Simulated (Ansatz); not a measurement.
One change: `C#CO[SiH3]` becomes `C#COC=C`.

Ansatz, PBE0-D4/def2-TZVP geometries, multiplicity 1. Each molecule was computed in one conformer, which needn't be the lowest.

```json
{"property": "size of the dipole moment (PBE/def2-TZVPP) / D", "`C#CO[SiH3]`": "1.65"}
{"property": "HOMO–LUMO gap (B3LYP/def2-TZVPP) / eV", "`C#CO[SiH3]`": "6.47"}
{"property": "HOMO energy (PBE0/def2-TZVPP) / eV", "`C#CO[SiH3]`": "-7.30"}
{"property": "HOMO energy (PBE/def2-TZVPP) / eV", "`C#CO[SiH3]`": "-6.04"}
{"property": "HOMO–LUMO gap (PBE/def2-TZVPP) / eV", "`C#CO[SiH3]`": "4.76"}
{"property": "LUMO energy (PBE0/def2-TZVPP) / eV", "`C#CO[SiH3]`": "-0.38"}
```

(1) Give the same properties after the change, and the shifts. (Estimate.)

## Answers

(1) Ansatz gave: 
```
                                      property  `C#COC=C`  shift
size of the dipole moment (PBE/def2-TZVPP) / D       1.11  -0.54
         HOMO–LUMO gap (B3LYP/def2-TZVPP) / eV       6.60   0.13
            HOMO energy (PBE0/def2-TZVPP) / eV      -7.09   0.21
             HOMO energy (PBE/def2-TZVPP) / eV      -5.91   0.13
           HOMO–LUMO gap (PBE/def2-TZVPP) / eV       4.87   0.11
            LUMO energy (PBE0/def2-TZVPP) / eV      -0.01   0.37
```

With PBE0 the HOMO rises by 0.21 eV and the LUMO rises by 0.37 eV, so the gap widens by about 0.16 eV. PBE moves the HOMO by 0.13 eV and ωB97M-V by 0.28 eV. Dipoles are sizes alone; their direction can turn.

B3LYP here is the variant with VWN-RPA as its local correlation; programs differ in this.
